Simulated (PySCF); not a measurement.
**Diatomics of As with the chalcogens**

PBE0 with double-zeta basis sets in PySCF, for the lowest determinant that a PBE0 search found; no spin–orbit coupling. De refers to high-spin ground-configuration atoms. A positive dipole means M(−)As(+).

```
 M               basis  state (unpaired electrons)  Re (Å)  ωe (cm⁻¹)  De (eV)  μ (D)
 O  cc-pVDZ-PP/cc-pVDZ               doublet (π ↑)   1.633       1001     4.28   2.64
 S            def2-SVP               doublet (π ↑)   2.019        602     3.84   1.30
Se          cc-pVDZ-PP               doublet (π ↑)   2.150        418     3.31   0.96
Te            def2-SVP               doublet (π ↑)   2.348        331     2.82   0.10
```

(1) By what factor does the well depth vary along the series?

The rows differ in basis set, which adds steps of its own.

Relativity is treated differently too: O scalar-relativistic core potentials; S no relativity; Se scalar-relativistic core potentials; Te scalar-relativistic core potentials.

Down a group bonds as a rule get longer and wavenumbers fall, partly through the reduced mass; this series shows no clear exception.

These are scalar-relativistic numbers at best; spin–orbit coupling would shift them, the dissociation energy most. States were picked by a PBE0 search and need not be the measured ground states.

Answers

(1) At PBE0 it runs from 2.82 eV (TeAs) to 4.28 eV (AsO), a factor of 1.52.
